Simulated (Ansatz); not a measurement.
Frontier orbitals of FH3OSi2 (`F[Si]O[SiH3]`).

Z-matrix (Å, degrees):
```
Si
O 1 1.657
H 1 1.482 2 107.7
H 1 1.483 2 109.7 3 119.6
H 1 1.483 2 109.7 3 -119.6
Si 2 1.630 1 146.4 3 179.5
F 6 1.617 2 101.9 1 -0.0
```

Charge 0, multiplicity 1. All single points use the PBE0-D4/def2-TZVP geometry. It is one conformer, not always the lowest. Basis def2-TZVPP, Ansatz 0.2.0.

```csv
functional,HOMO (eV),LUMO (eV),gap (eV)
PBE,-6.60,-2.56,4.04
BLYP,-6.48,-2.43,4.05
r2SCAN,-6.81,-2.46,4.35
PBE0,-7.74,-1.72,6.02
HSE06 (plane-wave form),-7.34,-2.10,5.24
LC-ωPBE,-10.38,0.51,10.89
ωB97M-V,-9.92,0.30,10.22
```

A quarter of exact exchange (PBE0) shifts PBE's HOMO by −1.15 eV and its LUMO by +0.84 eV; full exchange at long range (ωB97M-V) shifts them by −3.32 and +2.86 eV. The gap opens from 4.04 to 10.22 eV, since occupied levels lose self-interaction and empty ones feel all the electrons. A positive LUMO is unbound and depends on the basis.

LC-ωPBE has ω = 0.4 bohr⁻¹.
